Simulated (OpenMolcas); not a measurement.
An atom or ion with 21 electrons was computed by XMS-CASPT2, IPEA 0.25 Eh, imaginary shift 0.1 Eh with spin-orbit coupling (OpenMolcas, ANO-RCC-VTZP, DKH2). The lowest levels that the run gave, each within 12 % of the measured value where one is at hand:

```csv
J,Parity,E (cm⁻¹),g
3/2,even,0.0,0.399
5/2,even,248,1.029
7/2,even,587,1.239
9/2,even,1009,1.334
1/2,even,14780,2.663
3/2,even,14900,1.731
5/2,even,15190,1.601
7/2,even,16150,0.889
9/2,even,16520,1.110
1/2,even,20700,0.673
3/2,even,20740,1.240
9/2,even,22190,0.910
```

Question: Which ion is it, and what are the configurations and terms?

Answer: Cr IV (Z = 24, charge +3; active space 3 electrons in 10 orbitals (3d 4d)). J, parity and g give the terms where levels are pure, and mixed ones are named by the computed weights; the size of the splittings, set against known spectra of the 21-electron sequence, gives the charge. In order, with the measured energies in cm⁻¹ (Sugar and Corliss, J. Phys. Chem. Ref. Data 6, 317 (1977)): 3d³ ⁴F_3/2, 3d³ ⁴F_5/2 (236), 3d³ ⁴F_7/2 (556), 3d³ ⁴F_9/2 (946), 3d³ ⁴P_1/2 (14059), 3d³ ⁴P_3/2 (14177), 3d³ ⁴P_5/2 (14471), 3d³ ²G_7/2 (15052), 3d³ ²G_9/2 (15402), 3d³ ²P_1/2 (19519), 3d³ ²P_3/2, 3d³ ²H_9/2 (21066).

CASPT2 breaks the degeneracy within a term, and the mean is taken; among the terms shown or strongly mixed into the levels shown the widest spread is 1400 cm-1 (3d³ ⁴F). Active for correlation alone: 4d; no level in the range computed is led by a configuration that fills it, so any true level of that kind is missing. The CASPT2 spread within a term exceeds the gap to the next term for 3d³ ²D(1) and 3d³ ²H, so the order of their levels is uncertain. Measured partners are found by configuration, term and J. A level has none where our copy of the source lacks it or the pairing is in doubt (some pairs that miss far off the trend of their configuration count as doubtful), and it then counts in no deviation. Levels of configurations outside the active space are missing.

A number in round brackets counts repeated terms of one configuration in the order of the reference energies.
